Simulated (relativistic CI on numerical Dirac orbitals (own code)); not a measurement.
A reference radial Dirac CI calculation of Tc¹⁰⁺ gave the lowest total energy -4249.90661 Ha in 33 SCF steps, from this input:

```
atom Tc  Z=43  charge=10  electrons=33
nucleus A=97  rms_radius_fm=4.4112
hamiltonian dirac-coulomb  breit=on  qed=on  c_scale=1
orbitals kli  potential=per-configuration
slater_scale 1
correlation none
mixing on
grid step=0.0125 r_max=13.5
scf mixing=0.4 start=green max_iterations=150 tolerance=2e-08 node_fill=0.05
configurations
  [Ar] 3d10 4s2 4p3
  [Ar] 3d10 4s 4p4
  [Ar] 3d10 4p5
end
```

One setting was then changed (and the iteration limit cut to 90), and the output read:

```
SCF 1: [Ar] 3d10 4s2 4p3
 iter      energy (Ha)   residual   last orbital (Ha)
    1     -4198.620852   3.95e+00    -13.04552
    2     -4242.234320   1.87e+00    -10.05129
    3     -4253.860461   1.63e-01     -7.91745
    4     -4254.025293   1.35e-01     -7.98247
    5     -4254.080255   2.15e-03     -7.81948
    6     -4254.080262   1.32e-03     -7.81924
    7     -4254.080289   6.68e-05     -7.81866
    8     -4254.080290   4.98e-06     -7.81871
    9     -4254.080290   3.02e-06     -7.81871
   10     -4254.080290   4.00e-08     -7.81871
   11     -4254.080290   1.06e-08     -7.81871
SCF 2: [Ar] 3d10 4s 4p4
 iter      energy (Ha)   residual   last orbital (Ha)
    1     -4197.078059   3.96e+00    -13.04552
    2     -4240.961117   1.87e+00    -10.02163
    3     -4252.599586   1.62e-01     -7.87335
    4     -4252.764627   1.32e-01     -7.94099
    5     -4252.816559   1.80e-03     -7.77828
    6     -4252.816546   1.33e-03     -7.77849
    7     -4252.816578   3.34e-05     -7.77796
    8     -4252.816579   5.65e-06     -7.77799
    9     -4252.816579   1.56e-06     -7.77799
   10     -4252.816579   4.39e-08     -7.77799
   11     -4252.816579   4.16e-09     -7.77799
SCF 3: [Ar] 3d10 4p5
 iter      energy (Ha)   residual   last orbital (Ha)
    1     -4195.317095   3.97e+00    -13.04552
    2     -4239.508525   1.88e+00     -9.99447
    3     -4251.170216   1.65e-01     -7.83565
    4     -4251.331856   1.32e-01     -7.90359
    5     -4251.383003   1.48e-03     -7.73885
    6     -4251.382993   1.50e-03     -7.73939
    7     -4251.383029   1.00e-05     -7.73900
    8     -4251.383030   2.34e-06     -7.73897
    9     -4251.383030   1.69e-06     -7.73897
   10     -4251.383030   4.76e-08     -7.73897
   11     -4251.383030   1.33e-08     -7.73897
orbital energies (Ha): 3s -26.2496  3p1/2 -22.9695  3p3/2 -22.2355  3d3/2 -16.4518  3d5/2 -16.3098  4s -9.0258  4p1/2 -7.9632  4p3/2 -7.8187
configuration averages (Ha): Dirac-Coulomb, Breit, QED
  4s2 4p3                      -4254.080290    2.620227    1.758668
  4s 4p4                       -4252.816579    2.620789    1.755338
  4p5                          -4251.383030    2.621345    1.752004
levels: no., configuration, term, J, E (cm-1), weight
   1 4s2 4p3                4S*  3/2              0.0  0.83
   2 4s2 4p3                2D*  3/2          33253.6  0.70
   3 4s2 4p3                2D*  5/2          44745.5  1.00
   4 4s2 4p3                2P*  1/2          62257.7  0.99
   5 4s2 4p3                2P*  3/2          81746.7  0.68
   6 4s 4p4                 4P   5/2         251874.3  0.97
   7 4s 4p4                 4P   3/2         270068.5  0.98
   8 4s 4p4                 4P   1/2         275474.1  0.94
   9 4s 4p4                 2D   3/2         331404.1  0.95
  10 4s 4p4                 2D   5/2         336406.2  0.97
  11 4s 4p4                 2S   1/2         369106.9  0.81
  12 4s 4p4                 2P   3/2         395210.5  0.96
  13 4s 4p4                 2P   1/2         419652.5  0.86
  14 4p5                    2P*  3/2         632456.5  0.99
lowest total energy -4249.905304 Ha
end: converged
```

(1) Which setting was changed?
A. start potential
B. Breit term
C. charge
D. grid step

Answers

(1) D. The grid step 0.08. This setting is bad on purpose; its numbers may not be properties of the ion.
